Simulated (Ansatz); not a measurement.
C3H8O2Si (`CC(C)O[Si]O`). Charge 0, multiplicity 1.

| atom | x (Å) | y (Å) | z (Å) |
| --- | --- | --- | --- |
| C1 | -1.610 | -0.176 | -0.220 |
| C2 | -0.117 | -0.286 | -0.437 |
| C3 | 0.415 | 0.770 | -1.381 |
| O4 | 0.539 | -0.148 | 0.820 |
| Si5 | 1.480 | -1.327 | 1.502 |
| O6 | 1.920 | -0.563 | 2.891 |
| H7 | -1.961 | -0.956 | 0.458 |
| H8 | -1.857 | 0.796 | 0.216 |
| H9 | -2.145 | -0.276 | -1.167 |
| H10 | 0.110 | -1.281 | -0.851 |
| H11 | -0.070 | 0.693 | -2.357 |
| H12 | 0.224 | 1.767 | -0.977 |
| H13 | 1.492 | 0.657 | -1.521 |
| H14 | 1.581 | 0.329 | 3.025 |

(1) List the harmonic frequencies (cm⁻¹, unscaled) at PBE0-D4/def2-TZVP in Ansatz. (Estimate.)

(2) Is this a minimum?

(3) Give the ideal-gas thermochemistry at 298.15 K and 1 bar (rigid rotor, harmonic oscillator; point group Cs, symmetry number 1).

(4) And at 400, 500, 600, 800 and 1000 K?

(5) Rotational constants (cm⁻¹)?

Results:

(1) Computed: 55, 87, 139, 224, 260, 277, 376, 437, 455, 503, 726, 817, 893, 898, 929, 948, 1048, 1156, 1168, 1199, 1366, 1386, 1399, 1410, 1471, 1476, 1485, 1499, 2989, 3050, 3054, 3128, 3134, 3134, 3137, 3841.

(2) Yes, all 36 modes are real.

(3) Zero-point energy 296.4 kJ/mol; H(298) − E = 320.2 kJ/mol; entropy 370.0 J/(mol·K), of which translation 166.8, rotation 115.5, vibration 87.7; G(298) − E = 209.9 kJ/mol. Modes under 100 cm⁻¹ are hindered rotations or soft bends, so the harmonic entropy is rough.

(4) 
```json
{"T (K)": "400", "H − E (kJ/mol)": "334.3", "S (J/mol/K)": "410.4", "G − E (kJ/mol)": "170.1"}
{"T (K)": "500", "H − E (kJ/mol)": "350.7", "S (J/mol/K)": "446.8", "G − E (kJ/mol)": "127.2"}
{"T (K)": "600", "H − E (kJ/mol)": "369.2", "S (J/mol/K)": "480.6", "G − E (kJ/mol)": "80.9"}
{"T (K)": "800", "H − E (kJ/mol)": "411.4", "S (J/mol/K)": "541.1", "G − E (kJ/mol)": "-21.5"}
{"T (K)": "1000", "H − E (kJ/mol)": "458.8", "S (J/mol/K)": "593.9", "G − E (kJ/mol)": "-135.1"}
```

(5) 0.2088, 0.04982, 0.04607.
